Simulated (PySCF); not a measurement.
ZrMe2(OMe)2, C₄H₁₂O₂Zr (singlet state).
SMILES: `C[O][Zr]([CH3])([CH3])[O]C`

Computed with PySCF, PBE0-D3(BJ)/def2-SVP geometry optimisation, gas phase, def2 core potentials past Kr.

Take the most abundant isotopes and a rigid rotor. 

Problem. Give the principal moments of inertia and the rotational constants in MHz.

Solution. Ia = 303.52, Ib = 427.29, Ic = 513.97 u·Å²; 505379 MHz·u·Å²/I gives A = 1665, B = 1183, C = 983.3 MHz.

Problem. Classify the top.

Solution. An asymmetric top; Ray's κ = -0.415.

Problem. What does the inertial defect say?

Solution. Not planar: Δ = Ic − Ia − Ib = -216.84 u·Å². For a rigid frame Δ = −2 Σ m c², so Σ m c² = 108.42 u·Å² lies off the ab plane: 31.36 from hydrogen and 77.06 from heavier atoms. The atom farthest from that plane is 2.75 Å away.

Problem. Give the other two planar moments, Paa and Pbb, and the rms extents of the mass along the axes.

Solution. Paa = Σ m a² = (Ib + Ic − Ia)/2 = 318.88 and Pbb = Σ m b² = (Ia + Ic − Ib)/2 = 195.10 u·Å². With the mass M = 181.99 u, the rms extents √(P/M) along a, b and c are 1.32, 1.04, 0.77 Å.

Problem. List the rotational levels J(Ka,Kc) to J = 3 (cm⁻¹).

Solution. Above 0(0,0):
J = 1: 1(0,1) 0.0723, 1(1,1) 0.0883, 1(1,0) 0.0950
J = 2: 2(0,2) 0.2151, 2(1,2) 0.2262, 2(1,1) 0.2461, 2(2,1) 0.2944, 2(2,0) 0.2961
J = 3: 3(0,3) 0.4257, 3(1,3) 0.4320, 3(1,2) 0.4717, 3(2,2) 0.5112, 3(2,1) 0.5189, 3(3,1) 0.6092, 3(3,0) 0.6095
The levels of one J sum to (2J + 1)J(J + 1)(A + B + C)/3.

Problem. Which types of transition are allowed, and where do some lines up to J = 2 fall?

Solution. The dipole components are |μa| = 0.00 D, |μb| = 2.10 D, |μc| = 0.00 D. Intensities carry the squares of the components, which stand as 0.00 : 1.00 : 0.00 (a : b : c). Some lines, for components of 0.1 D or more:

| type | branch | J(Ka,Kc) | MHz | lower level (cm⁻¹) |
| --- | --- | --- | --- | --- |
| b | Q | 1(1,0) ← 1(0,1) | 682 | 0.072 |
| b | Q | 2(1,1) ← 2(0,2) | 931 | 0.215 |
| b | Q | 2(2,0) ← 2(1,1) | 1497 | 0.246 |
| b | Q | 2(2,1) ← 2(1,2) | 2045 | 0.226 |
| b | R | 1(1,1) ← 0(0,0) | 2648 | 0.000 |
| b | R | 2(0,2) ← 1(1,1) | 3800 | 0.088 |
| b | R | 2(1,2) ← 1(0,1) | 4615 | 0.072 |
| b | R | 2(2,1) ← 1(1,0) | 5979 | 0.095 |
| b | R | 2(2,0) ← 1(1,1) | 6228 | 0.088 |

PBE0-D3(BJ)/def2-SVP frequencies: not computed here. Zero-point vibration and centrifugal distortion are left out. A rigid rotor knows nothing of internal rotation, which can split or shift real lines.
